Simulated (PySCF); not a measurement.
Ne⁺: excitation energy

Ne⁺ [He] 2s2 2p5 (2P) → Ne⁺ [He] 2s1 2p6 (2S), as a difference of total energies. Calculation: PySCF 2.14, in dyall-av2z (11s7p2d, 42 functions); no relativity, point nucleus. Correlated levels: valence: 1s2 frozen; virtual orbitals above 40 to 60 times the deepest correlated orbital energy dropped. The calculations carry no spin-orbit coupling.

```csv
method,excitation energy (eV)
UHF,29.507
LDA,22.704
PBE,23.487
r2SCAN,25.545
r2SCAN0,26.403
wB97X,24.614
r2SCANh,25.888
wB97M-V,25.308
MP2 (valence),27.469
```

**Question.** Estimate what SCS-MP2 (valence) gives.

**Answer.** 27.303 eV, closest to MP2 (valence) among the rows shown.

**Question.** Estimate what PBE0 gives.

**Answer.** 24.996 eV, closest to wB97M-V among the rows shown.

Errors of the correlated levels include the incompleteness of this basis and the frozen core.

For comparison: 26.878 eV (measured; NIST levels, between the centres of gravity of the two terms).
